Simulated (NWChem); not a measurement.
# KF; SMILES [F][K]

```xyz
2

K      0.0000     0.0000    -0.7084
F      0.0000     0.0000     1.4306
```
Atoms are numbered in this order, from 1.

All runs use the structure optimised with PBE0/def2-SVP.

Task: List the 4 lowest vertical singlet excitations from PBE0/6-31G* (spherical d), TDA (NWChem).

Result: 
| state | energy (eV) | oscillator strength | leading excitation (squared amplitude) |
|---|---|---|---|
| S1 | 3.04 | 0.017 | HOMO−1 → LUMO (0.99) |
| S2 | 3.04 | 0.017 | HOMO−2 → LUMO (0.99) |
| S3 | 3.17 | 0.054 | HOMO → LUMO (0.95) |
| S4 | 4.45 | 0.000 | HOMO → LUMO+1 (0.98) |
